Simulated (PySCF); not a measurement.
## Re²⁺: excitation energy

Re²⁺ [Xe] 4f14 5d5 (6S) → Re²⁺ [Xe] 4f14 5d4 6p1 (high-spin determinant), as a difference of total energies. All numbers are calculated (PySCF 2.14, scalar relativity through the core potential, in aug-cc-pwCVDZ-PP with ECP60MDF (6s6p5d3f, 70 functions)). Correlated levels: valence and next inner shell: nothing frozen outside the core potential. The calculations carry no spin-orbit coupling.

```json
{"method": "UHF", "excitation energy (eV)": "9.580"}
{"method": "MP2 (valence and next inner shell)", "excitation energy (eV)": "9.680"}
{"method": "SCS-MP2 (valence and next inner shell)", "excitation energy (eV)": "9.606"}
{"method": "CCSD (valence and next inner shell)", "excitation energy (eV)": "9.598"}
{"method": "CCSD(T) (valence and next inner shell)", "excitation energy (eV)": "9.585"}
```

The determinant of the upper state mixes LS terms, which raises its energy above the lowest term, most at the Hartree-Fock and MP2 levels.
